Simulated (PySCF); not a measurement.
# One molecule, several mistakes: AlBCH5N

Calculated results; nothing here was measured. The program is PySCF 2.14.0, an open-source quantum chemistry code, run on an isolated molecule that a program drew, which may never have been made. The molecule is AlBCH5N (charge 0, singlet), drawn as the SMILES string `B=C[NH][AlH2]`.

Each row is a Hartree-Fock (HF) and frozen-core CCSD(T) single point in the cc-pV(D+d)Z basis, meant for a local HF minimum. Run 1 is clean. Each other run has one planted mistake out of seven kinds, and not every kind appears here: one electron removed, one electron added, multiplicity raised by two, geometry at a saddle point, minimal basis STO-3G, one bond length entered in bohr, all coordinates scaled. The reference is restricted for singlets and unrestricted otherwise, and also for a bond in bohr. Adding or removing an electron swaps singlet and doublet. Electrons count all cores. HOMO and LUMO are orbital energies over both spins, the gradient is its largest component, and the lowest frequency (negative if imaginary) is given only where the gradient is small. Bond lengths are over the 8 bonds as drawn. T1 is the CCSD diagnostic: over 0.02 (restricted) or 0.045 (unrestricted) a single reference is doubtful.

Geometry of the clean run:
```xyz
9
AlBCH5N, angstrom
B    -0.9772   -0.7895   -0.4649
C     0.2336   -0.4312    0.1229
N     1.4475   -1.0913    0.4058
Al    1.9035   -2.7767    0.0779
H    -2.0361   -0.9737   -0.9399
H     0.1942    0.6195    0.4228
H     2.1041   -0.4799    0.8513
H     3.3442   -3.2490    0.5076
H     0.8291   -3.6935   -0.6257
```

```
run  electrons  basis functions  <S^2>  HOMO (eV)  LUMO (eV)  gradient (hartree/bohr)  lowest frequency (cm^-1)  mean bond (Å)  longest bond (Å)      T1  HF (hartree)  CCSD(T) (hartree)                          mistake
  1         36               90  0.000      -7.38       1.79                  1.0e-05                        39         1.3755             1.776  0.0159    -361.77380         -362.27658                         no fault
  2         36               29  0.000      -4.61       7.75                  6.7e-02                         -         1.3755             1.776  0.0143    -357.34824         -357.58162             minimal basis STO-3G
  3         36               90  1.303      -7.67       1.16                  4.5e-02                         -         1.4971             2.066  0.0516    -361.65718         -362.14358  one bond length entered in bohr
  4         36               90  2.021      -6.46       1.20                  7.7e-02                         -         1.3755             1.776  0.0210    -361.73596         -362.21606                                ?
```

**Which mistake was planted in run 4, and what did it cost?**

Electrons, basis and geometry are unchanged, and <S^2> is 2.021, beside S(S+1) = 2.00 for a multiplicity of 3. So the mistake is: multiplicity raised by two. Subtracting run 1 and multiplying by 627.51 kcal/mol a hartree, the energy moved by 23.7 kcal/mol in HF and 38.0 kcal/mol in CCSD(T).

Cautions from the logs. Run 3: T1 is over the limit, so its CCSD(T) energy is less reliable.
